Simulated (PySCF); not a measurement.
Compound: C₃H₉ClSi₂ (triplet state).
Numbering: `[CH3:1][Si:2]([CH3:3])([CH3:4])[Si:5][Cl:6]` (hydrogens: H7, H8, H9 on C1; H10, H11, H12 on C3; H13, H14, H15 on C4)

Structure used (PBE0-D3(BJ)/def2-SVP), in Å, numbered top down from 1:
```
atom  x, y, z in Å
C1    -0.6153   -1.4996    0.7338
Si2   -0.0017    0.1686    0.1221
C3     1.0408   -0.0445   -1.4273
C4    -1.4037    1.3931   -0.1225
Si5    1.4223    1.0668    1.7935
Cl6    3.0943   -0.1750    2.0633
H7     0.2358   -2.1534    0.9774
H8    -1.2338   -1.3899    1.6367
H9    -1.2195   -1.9960   -0.0445
H10    1.4258    0.9218   -1.7844
H11    0.4431   -0.5021   -2.2338
H12    1.8996   -0.7008   -1.2198
H13   -1.9597    1.5559    0.8129
H14   -1.0265    2.3644   -0.4758
H15   -2.1102    1.0066   -0.8752
```

The hyperfine couplings belong to this conformer and change with its torsions.

Level of theory: PySCF, UKS B3LYP, IGLO-III on C Cl Si, pcH-1 on H, non-relativistic, mean-field spin-orbit, GIAO. Geometry: PBE0-D3(BJ)/def2-SVP; no solvent, vibrations or thermal averaging. This triplet need not be the ground state; the singlet was not compared here. The SCF solution wasn't tested for stability.

Problem. The isotropic 29Si couplings are -286.1, -56.8 MHz. Assign them to Si2; Si5.

Solution. 
```tsv
site	a_iso (MHz)	ρ(0) (bohr⁻³)	position	distance from Si5 (Å)	spin population	largest |T| (MHz)
Si2	-56.8	+0.1281	1 bond from Si5	2.37	+0.28	29.3
Si5	-286.1	+0.6466	largest spin population	0.00	+1.55	81.2
```

ρ(0) is the spin density at the nucleus and T the dipolar tensor; a_iso includes a spin–orbit part; entries for several nuclei are means. The largest Mulliken spin populations are on Si5 (+1.55), Si2 (+0.28) and Cl6 (+0.13).

Means are taken over nuclei equivalent by connectivity, which assumes that they swap fast. The nine 1H nuclei of mean +3.8 MHz run from -0.4 to 15.8 MHz in the frozen geometry. The 13C value of +10.1 MHz is a mean of couplings from -1.3 to 16.2 MHz in this one geometry, not an average over conformers.

Hardware: one thread, x86-64 server, shared host. Cost: 2.0 min wall.
